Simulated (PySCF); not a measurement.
Compound: C2H3F3O2Si.
Structure used (GFN2-xTB), in Å, numbered top down from 1:
```
atom  x, y, z in Å
O1    -0.3849    0.2131    1.7727
C2     0.0443   -0.0452    0.6790
Si3   -0.7812    0.5463   -0.9574
O4    -2.0689    1.3965   -0.4972
C5     1.3212   -0.8941    0.5299
F6     1.0599   -1.9994   -0.1900
F7     2.2569   -0.2080   -0.1495
F8     1.8697   -1.2863    1.6778
H9    -1.1863   -0.6502   -1.6809
H10    0.1842    1.4031   -1.6299
H11   -2.3095    1.5268    0.4196
```

Theory: PySCF 2.14.0, density-fitted response routines, TDDFT PBE0/def2-SVPD, vertical, gas phase, core orbitals frozen in the response.

```tsv
state	E (eV)	λ (nm)	ν̃ (cm⁻¹)	f	|μ| (D)	symmetry	main configurations (H = HOMO, L = LUMO)
S1	3.41	363.1	27540	0.0008	0.24	–	H→L (98%)
S2	5.82	212.9	46980	0.023	1.02	A′	H-1→L (99%)
S3	6.40	193.8	51600	0.0068	0.53	A′	H→L+1 (96%)
S4	6.98	177.7	56280	0.0002	0.08	–	H-2→L (93%)
S5	7.46	166.1	60200	0.016	0.76	A′	H→L+2 (92%)
S6	7.50	165.3	60500	0.0007	0.15	–	H-1→L+1 (98%)
S7	7.93	156.4	63930	0.013	0.66	A′	H-3→L (71%), H→L+3 (18%)
S8	8.00	155.0	64500	0.0017	0.23	–	H-4→L (86%)
```

Triplets, Tamm–Dancoff:

```csv
state,E (eV),λ (nm),"main configurations (H = HOMO, L = LUMO)"
T1,2.67,465.2,H→L (98%)
T2,5.47,226.6,"H-1→L (68%), H-3→L (13%), H-6→L (10%)"
T3,5.81,213.4,"H-1→L (31%), H-6→L (27%), H-3→L (19%)"
```

The lowest singlet lies at 3.41 eV (363 nm, ultraviolet) and is very weak; its leading configuration is HOMO→LUMO (98%). The most intense listed level is S2 at 5.82 eV (213 nm, f = 0.023), 2.41 eV above S1. Löwdin shares by element: HOMO oxygen 46% or more, carbon 27%, silicon 12% (atoms not listed hold the other 15%); LUMO carbon 44%, oxygen 36% or more, silicon 8%. The oscillator strengths of these states sum to 0.063; summed over the whole spectrum of an exact calculation they would give the number of electrons, 72 (Thomas–Reiche–Kuhn). Of the 8 states listed, 3 reach f = 0.01 and 1 stays under 0.0005. Orbital energies (eV): HOMO-3 -11.55, HOMO-2 -11.01, HOMO-1 -9.50, HOMO -8.15, LUMO -2.54, LUMO+1 -0.44, LUMO+2 0.43. No computed singlet lies in the visible range (380 to 750 nm); the lowest, at 363 nm, stands 0.15 eV above its violet end (3.26 eV); a Tamm–Dancoff triplet lies at 465 nm, without intensity as long as spin–orbit coupling is left out. Symmetry labels in Cs follow from the direction of the transition dipole and are given only for states with f of 0.002 or more. The window holds the lowest 8 singlets.

One conformer stands for the species.
